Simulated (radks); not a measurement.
All-electron atom: La9+ in [Kr] 4d10 5s2. Calculated with a radial shooting solver on a logarithmic mesh with Libxc functionals: non-relativistic Kohn-Sham, TPSS, spin-polarised, spherical densities, point nucleus; meta-GGA in the generalised Kohn-Sham scheme; relativity is left out, which matters for an element this heavy.

Radial electron density D(r) = 4 pi r^2 rho(r):

r (bohr),D(r) (e/bohr)
0.00116,1.946
0.001329,2.505
0.001523,3.216
0.001745,4.116
0.001999,5.249
0.002272,6.573
0.002603,8.308
0.002982,10.44
0.003417,13.05
0.003914,16.18
0.004485,19.91
0.005138,24.26
0.005886,29.25
0.006744,34.84
0.007726,40.92
0.008852,47.31
0.01014,53.73
0.01153,59.47
0.01321,64.82
0.01513,68.95
0.01733,71.47
0.01986,72.15
0.02275,71.06
0.02607,68.69
0.02986,65.97
0.03421,64.14
0.0392,64.49
0.04491,67.91
0.05145,74.38
0.05895,82.73
0.067,90.25
0.07676,95.30
0.08794,95.32
0.1007,90.10
0.1154,81.87
0.1322,74.60
0.1515,71.97
0.1736,74.88
0.1989,80.28
0.2278,82.47
0.261,76.72
0.2991,62.93
0.3426,46.16
0.3894,33.92
0.4461,28.76
0.5111,30.47
0.5856,33.74
0.6709,33.49
0.7686,28.30
0.8806,20.44
1.009,13.01
1.156,7.739
1.324,4.624
1.517,2.815
1.738,1.615
1.976,0.8309
2.263,0.3302
2.593,0.09913
2.971,0.02133
3.404,0.003143
3.9,0.0003027

D(r) has 4 maxima, at r = 0.0195, 0.0825, 0.222, 0.624 bohr, and minima at 0.0362, 0.150, 0.457 bohr, inside which lie 2.00, 11.38, 29.01 electrons.
